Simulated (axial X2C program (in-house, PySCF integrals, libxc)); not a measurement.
**Low determinants of GaGe at the PBE0 level, two-component**

Calculated with an in-house relativistic program for diatomic molecules. Two-component (2c) means X2C with spin–orbit coupling and atomic mean-field two-electron Coulomb and Gaunt terms. Basis: Ge dyall-cv3z [9s9p7d4f1g], Ga dyall-cv3z [9s9p7d4f1g] (cores contracted in-house); Gaussian nuclei, density fitting, unrestricted open shells. Masses: Ge 73.921 u, Ga 68.926 u.

Search at 2.450 Å (vertical energies from the lowest determinant):

| ΔE (eV) | state | electrons beyond evenly filled partner blocks | electrons in ±ω = 1/2, 3/2, 5/2, 7/2 |
| --- | --- | --- | --- |
| 0.00 | Ω = 3/2 | ω = 3/2 | 42 17 4 0 |
| 0.37 | Ω = 1/2 | 2 × ω = -1/2, ω = 3/2 | 42 17 4 0 |
| 0.72 | Ω = 1/2 | ω = 1/2 | 43 16 4 0 |
| 0.82 | Ω = 5/2 | 2 × ω = 1/2, ω = 3/2 | 42 17 4 0 |
| 0.92 | Ω = 1/2 | ω = 1/2 | 41 18 4 0 |
| 2.60 | Ω = 5/2 | ω = -1/2, 2 × ω = 3/2 | 41 18 4 0 |
| 2.77 | Ω = 7/2 | ω = 1/2, 2 × ω = 3/2 | 41 18 4 0 |

Lowest determinant, Ω = 3/2 (⟨Sz⟩ = 1.50, ⟨Lz⟩ = 0.00 at PBE0): Re = 2.468 Å, ωe = 218.1 cm⁻¹.

The determinant in row 2 of the search, Ω = 1/2 (⟨Sz⟩ = 0.50, ⟨Lz⟩ = 0.00 at PBE0), was followed along the bond at PBE0; measured from the minimum of the lowest determinant it gives:

Te = 0.366 eV (2953 cm⁻¹), Re = 2.451 Å, ωe = 224.2 cm⁻¹.

Problem. Compare the bond of the determinant in row 2 with that of the lowest one.

Solution. At PBE0 its Re is 0.017 Å shorter and its force constant, which goes as ωe², is 1.06 times that of the lowest determinant. This determinant mixes spin states, so it has no term energy of its own.

The search compares states at one distance, so a state with another bond length can lie lower; it is not exhaustive and yields mostly the lowest determinant of each block pattern, so other components and higher states of one pattern are missing. These are energies of single determinants, not of spin-adapted states; PBE0 term energies can be off by some tenths of an eV, and the functional has no current term. The lowest determinant need not be the ground state where others lie within half an eV.
